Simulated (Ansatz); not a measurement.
Species: C2H7O2Si, net charge 0, doublet state. It need not be the lowest isomer of its formula. 
Geometry from a B3LYP-D3(BJ)/def2-TZVP (Ansatz, a quantum-chemistry and plane-wave program) optimisation:
```
Si
O 1 1.6335
C 2 1.4223 1 124.56
H 3 1.0892 2 107.98 1 169.42
H 3 1.0925 4 109.04 2 -120.38
H 3 1.0943 4 108.79 5 -118.66
O 1 1.6588 2 112.33 3 60.42
C 7 1.3567 1 125.80 2 60.84
H 8 1.0790 7 115.58 1 173.32
H 8 1.0826 9 122.32 7 161.08
H 1 1.4742 2 105.13 3 -179.66
H 1 1.4754 11 114.07 2 -122.81
```
Charge 0, spin multiplicity 2.

Basis-set convergence of Hartree-Fock and MP2 correlation energies (hartree) with Ansatz. Cores are frozen in the correlated levels unless marked. Open shells are spin-unrestricted. No spin-orbit coupling. No relativistic terms.

```csv
basis,functions,E(HF),"E(corr, MP2)"
cc-pV(D+d)Z,114,-518.50405,-0.72358
cc-pV(T+d)Z,257,-518.60367,-0.91279
cc-pV(Q+d)Z,494,-518.62590,-0.98064
```

Extrapolating the two largest sets (X = 3 and 4) as X^-3: E(corr) = (64·(-0.98064) - 27·(-0.91279))/37 = -1.0302 Eh, an estimate of the basis-set limit. The largest set recovers 95.2 % of it, the smallest 70.2 %.
